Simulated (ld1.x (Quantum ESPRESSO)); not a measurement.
What one change does to a pseudopotential (C, RRKJ)

ld1.x (Quantum ESPRESSO) 7.5 input, shortened:

```
&input
   title='C', zed=6., rel=1, dft='PZ', iswitch=3,
   config='[He] 2s2 2p0.5 3d-2'
 /
 &inputp
   pseudotype=2, tm=.false., lloc=0,
   nlcc=.true., rcore=1.00
 /
3
2P  2  1   0.50   0.00  1.55  1.55  0.0
3D  3  2  -2.00   0.05  1.40  1.40  0.0
2S  1  0   2.00   0.00  1.15  1.15  0.0
 &test
   configts(1)='2s2 2p0.5'
 /
```

Change: wave 2s (bound): rc 1.15 bohr becomes 2s (bound): rc 0.88 bohr.

Cutoffs: the cutoffs (Ry, on a coarse ladder) from which the occupation-weighted sum of valence levels, in a spherical-Bessel basis at the reference potential, stays within 10 and 1 mRy of its value at 400 Ry; they do not see the model core or the augmentation charge, which bear on the density cutoff. Errors are all-electron minus pseudo energies relative to the spin-unpolarised reference configuration.

Q: How do hardness, ghosts and transferability respond?

A: The potential gets harder (40 Ry and 90 Ry → 60 Ry and 120 Ry); the errors of the 9 common tests hardly move; neither file shows a bound ghost. A smaller radius makes the pseudo-wave follow the all-electron one further in, where it bends more sharply, so more plane waves are needed.

| quantity | base | changed |
| --- | --- | --- |
| cutoff, loose | 40 Ry | 60 Ry |
| cutoff, tight | 90 Ry | 120 Ry |
| bound ghosts | none | none |
| error for 2s2 2p2, meV [ΔE -21.28 eV] | +55 | +55 |
| error for 2s2 2p1, meV [ΔE -10.29 eV] | +14 | +14 |
| error for 2s2 2p0, meV [ΔE 13.97 eV] | +27 | +27 |
| error for 2s2 2p2.3, meV [ΔE -22.47 eV] | +61 | +61 |
| error for 2s1 2p3, meV [ΔE -13.03 eV] | +98 | +100 |
| error for 2s1 2p0, meV [ΔE 61.94 eV] | +182 | +183 |
| error for 2s0 2p4, meV [ΔE -4.76 eV] | +161 | +164 |
| error for 2s2 2p0.5 (spin-polarised), meV [ΔE -0.12 eV] | +16 | +16 |
| error for 2s2 2p2 (spin-polarised), meV [ΔE -22.40 eV] | +167 | +168 |
| s: phases at 1.69 bohr within 0.05 rad from the reference energy up to (Ry; the scan ends near 5) | 3.8 | 3.8 |
| p: phases at 1.69 bohr within 0.05 rad from the reference energy up to (Ry; the scan ends near 5) | 2.8 | 2.8 |
| d: phases at 1.69 bohr within 0.05 rad from the reference energy up to (Ry; the scan ends near 5) | to the end of the scan | to the end of the scan |
